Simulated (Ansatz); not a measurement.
Relative stability

The two ends of one reaction step of SiN2H5F, closed shell (PBE0-D4/def2-TZVP).

A:

```
9
angstrom
Si 0.0471 -0.1412 -0.1855
F 0.6970 -2.0263 -2.7397
H 0.5072 -1.4781 -1.9949
N -0.7395 1.3694 -0.1564
N 0.4082 -0.4064 1.4579
H -1.0721 1.7844 -1.0112
H -0.9330 1.9476 0.6470
H 0.8862 -1.2453 1.7435
H 0.1989 0.1960 2.2393
```

B:

Si1  (0.195, -0.271, -0.440)
F2  (-0.518, -1.560, -1.072)
H3  (1.385, -0.051, -1.296)
N4  (-0.690, 1.173, -0.482)
N5  (0.423, -0.694, 1.190)
H6  (-0.674, 1.773, -1.289)
H7  (-1.516, 1.305, 0.077)
H8  (0.613, -1.645, 1.457)
H9  (0.782, -0.031, 1.855)
(Å)

Ansatz 0.2.0; basis: def2-TZVPP; cores frozen in the correlated methods. B3LYP uses VWN-RPA correlation.

Which structure is lower at CCSD(T), and by how much? (To be estimated.)

The calculation gives: B, by 61.08 kcal/mol (electronic energy, against the other). By their contacts, A is a complex of SiN₂H₄ ([NH2][Si][NH2]) + HF and B is SiN₂H₅F ([NH2][SiH]([NH2])[F]).

All methods give the same order:

```
      method  E(B) − E(A) (kcal/mol)
       SPW92                  -57.50
      PBE-D4                  -54.19
     BLYP-D4                  -54.25
   r2SCAN-D4                  -63.09
      B97M-V                  -63.09
     PBE0-D4                  -59.14
    B3LYP-D4                  -58.58
  r2SCAN0-D4                  -64.89
    BHLYP-D4                  -64.28
CAM-B3LYP-D4                  -61.80
     wB97X-V                  -62.80
     wB97M-V                  -60.16
      B2PLYP                  -60.64
    PBE-QIDH                  -63.64
  RPA on PBE                  -59.10
          HF                  -68.04
         MP2                  -63.27
        CCSD                  -62.21
     CCSD(T)                  -61.08
```

The T1 diagnostic stays at or below 0.012.

Labels in which every atom is bracketed show which atoms are joined, not bond orders.

For scale, one of the runs: CCSD(T)/def2-TZVPP, 205 basis functions, launched by `ansatz run in.yaml --threads 4 --pin off --events-out ev --progress --plain --max-ram 9574MiB`. Time: 40 s of wall clock on 4 CPU threads of an Arm Neoverse V2; the host was shared. Peak host memory: 2.7 GiB.
